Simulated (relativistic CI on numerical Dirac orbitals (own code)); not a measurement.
**How well does a small relativistic CI reproduce Lu II?**

Method of calculation: Dirac-Coulomb-Breit CI, orbitals from a KLI potential per configuration, a model potential for QED, valence Slater integrals scaled by 0.85, P86 correlation estimate, and configurations built on the next ion tied to the tabulated ionisation energy (semi-empirical) (own radial code, finite nucleus).

Configuration list (outside the closed core [Xe]): 4f¹⁴6s², 4f¹⁴6s5d, 4f¹⁴6s6p, 4f¹⁴5d², 4f¹⁴5d6p, 4f¹⁴6s7s, 4f¹⁴6s6d, 4f¹⁴6s7p, 4f¹⁴6s7d, 4f¹⁴6s8s, 4f¹⁴6s6f, 4f¹⁴6s7f, 4f¹⁴6p², 4f¹³6s5d², 4f¹⁴5d6d, 4f¹⁴5d5f, 4f¹⁴6d², 4f¹⁴5d7s, 4f¹³6s²5d, 4f¹³6s5d6p, 4f¹⁴5f², 4f¹⁴6s5f, 4f¹⁴6p6d, 4f¹⁴6s8p. Levels of other configurations are missing.

```tsv
Configuration	Term (tabulated)	J	Measured (cm⁻¹)	Computed	Error	Purity (%)
4f¹⁴6s²	1S	0	0.0	0	0	94
4f¹⁴6s5d	3D	1	11796.2	13928	2132	100
4f¹⁴6s5d	3D	2	12435.3	14435	2000	95
4f¹⁴6s5d	3D	3	14199.1	15656	1457	100
4f¹⁴6s5d	1D	2	17332.6	18719	1386	81
4f¹⁴6s6p	3P°	0	27264.4	26767	-498	97
4f¹⁴6s6p	3P°	1	28503.2	27952	-551	92
4f¹⁴5d²	3F	2	29406.7	29148	-258	99
4f¹⁴5d²	3F	3	30889.1	29986	-903	100
4f¹⁴6s6p	3P°	2	32453.3	31574	-879	96
4f¹⁴5d²	3F	4	32503.6	31028	-1476	99
4f¹⁴5d²	3P	0	35652.1	34948	-704	95
4f¹⁴5d²	3P †	1	36557.1	35471	-1086	98
4f¹⁴6s6p	1P°	1	38223.5	37271	-953	58
4f¹⁴5d²	3P †	2	38574.9	35566	-3009	67
4f¹⁴5d6p	3F°	2	41225.0	39328	-1897	71
4f¹⁴5d6p	3F°	3	44918.7	42329	-2590	94
4f¹⁴5d6p	1D°	2	45458.6	42946	-2512	66
4f¹⁴5d6p	3D°	1	45532.3	43811	-1721	93
4f¹⁴5d6p	3D°	2	46904.4	44715	-2190	90
4f¹⁴5d6p	3F°	4	48536.8	45271	-3266	98
4f¹⁴5d6p	3D°	3	48733.2	46269	-2464	90
4f¹⁴5d6p	3P°	0	49963.6	47775	-2189	95
4f¹⁴5d6p	3P°	1	50049.2	47854	-2195	92
4f¹⁴5d6p	3P°	2	51201.7	48447	-2755	85
4f¹⁴5d6p	1F°	3	53079.3	51682	-1398	92
4f¹⁴5d6p	1P°	1	59122.4	59042	-81	59
4f¹⁴6s7s	3S	1	63774.3	65069	1295	96
4f¹⁴6s7s	1S	0	68988.8	68514	-475	90
```

Measured levels from NIST Handbook of Basic Atomic Spectroscopic Data (Sansonetti and Martin, J. Phys. Chem. Ref. Data 34, 1559 (2005)); pairs were made by configuration, J and term (by order where the table uses no LS term), so strongly mixed levels may be paired wrongly.

Mean error by configuration (cm⁻¹): 4f¹⁴6s5d 1744; 4f¹⁴6s6p -720; 4f¹⁴5d² -835; 4f¹⁴5d6p -2105; 4f¹⁴6s7s 410. Over the excited levels the mean absolute error is 1547 cm⁻¹ (28 of the 29 excited levels that our extract of the source holds in range could be paired, and the others can miss by more), and the median relative error of those above 1,000 cm⁻¹ is 4.4 %. † marks terms whose computed intervals miss the measured ones by more than a factor of 2.5, or configurations far off the rest, from wrong mixing, a near crossing or a doubtful label or measurement; they are left out of the means.

Transition probabilities of persistent lines. The last column rescales the computed rate by the cube of measured over computed energy:

```
λ measured (Å)         Lower          Upper  A tabulated (s⁻¹)  A computed  A rescaled
   2195.54 air   4f¹⁴6s² ¹S0  4f¹⁴5d6p ³D°1           7.14e+07    3.36e+07    3.77e+07
   2615.42 air   4f¹⁴6s² ¹S0  4f¹⁴6s6p ¹P°1           4.53e+08    4.70e+08    5.07e+08
   2754.17 air  4f¹⁴6s5d ³D2  4f¹⁴5d6p ³D°3           9.20e+07    7.04e+07    1.04e+08
   2894.84 air  4f¹⁴6s5d ³D3  4f¹⁴5d6p ³D°3           1.66e+08    1.59e+08    2.28e+08
   2911.39 air  4f¹⁴6s5d ³D3  4f¹⁴5d6p ³F°4           2.42e+08    1.96e+08    3.05e+08
   3077.60 air  4f¹⁴6s5d ³D2  4f¹⁴5d6p ³F°3           1.24e+08    1.14e+08    1.79e+08
   3254.31 air  4f¹⁴6s5d ³D3  4f¹⁴5d6p ³F°3           6.00e+07    3.92e+07    5.99e+07
   3507.39 air   4f¹⁴6s² ¹S0  4f¹⁴6s6p ³P°1           1.25e+07    9.48e+06    1.00e+07
   6221.87 air  4f¹⁴6s5d ³D2  4f¹⁴6s6p ³P°1           9.90e+06    7.10e+06    1.19e+07
```
